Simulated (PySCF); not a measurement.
H4NbO4, SMILES [OH][Nb]([OH])([OH])[OH] (connectivity only; charge and spin as stated), neutral, multiplicity 2.

The structure is a stationary point at B3LYP-D3(BJ)/def2-SVP. The spin state was assumed, not searched. The def2 effective core potentials stand for the cores of Nb; spin–orbit coupling is left out. Other conformers were not sampled.

The numbers are results of TDA-CAM-B3LYP/def2-SVPD (PySCF 2.14.0), not measurements.

Vertical excitations. 

```tsv
state	energy (eV)	λ (nm)	f	main pairs
root 1	1.66	749	0.000	α HOMO→LUMO 49 %, α HOMO→LUMO+1 49 %
root 2	2.09	594	0.001	α HOMO→LUMO+2 97 %
root 3	2.17	573	0.000	α HOMO→LUMO+4 96 %
root 4	3.48	356	0.026	α HOMO→LUMO+6 88 %
root 5	3.81	325	0.000	α HOMO→LUMO 48 %, α HOMO→LUMO+1 47 %
root 6	4.60	270	0.018	α HOMO→LUMO+3 96 %
root 7	5.02	247	0.005	α HOMO→LUMO+5 97 %
root 8	5.52	225	0.008	α HOMO→LUMO+7 96 %
root 9	6.09	204	0.000	β HOMO−1→LUMO 77 %
root 10	6.10	203	0.005	β HOMO→LUMO 81 %
```
Unrestricted roots are not spin-pure.
